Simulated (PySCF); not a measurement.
## Ti⁺ (titanium, charge +1): UHF calculation

Configuration: [Ar] 3d2 4s1, high-spin 4F determinant. Calculation: PySCF 2.14, in def2-TZVP (6s4p4d1f, 45 functions); the non-relativistic Hamiltonian (point nucleus).

| Item | Value |
| --- | --- |
| Total energy | -848.191411 hartree |
| One-electron energy | -1157.0730 hartree |
| Hartree (Coulomb) energy | 349.8489 hartree |
| Exchange energy | -40.9673 hartree |
| Kinetic energy | 848.17109 hartree |
| ⟨S²⟩ | 3.7519 |
| ⟨L²⟩ | 12.027 |
| Sum of ⟨r⟩ | 17.30 bohr |
| Sum of ⟨r²⟩ | 29.31 bohr² |
| Density at the nucleus (Gaussians lack the cusp) | 6940 bohr⁻³ |
| Spin density at the nucleus | 2.82 bohr⁻³ |
| Langevin diamagnetic susceptibility | -23.2 ×10⁻⁶ cm³/mol |
| Time after the integrals | 0.14 s of wall time on 1 thread of Neoverse-V2 (shared host) |

```
shell  electrons  mean orbital energy (hartree)  rms radius, mean of both spins (bohr)
 1s α          1                     -183.54007                                 0.0812
 1s β          1                     -183.53717                                 0.0812
 2s α          1                      -21.70600                                  0.353
 2s β          1                      -21.66770                                  0.353
 2p α          3                      -18.07361                                  0.321
 2p β          3                      -18.03833                                  0.321
 3s α          1                       -3.20507                                   1.09
 3s β          1                       -3.06466                                   1.09
 3p α          3                       -2.14077                                   1.18
 3p β          3                       -1.97736                                   1.18
 3d α          2                       -0.71158                                   1.63
 4s α          1                       -0.47579                                   3.52
```
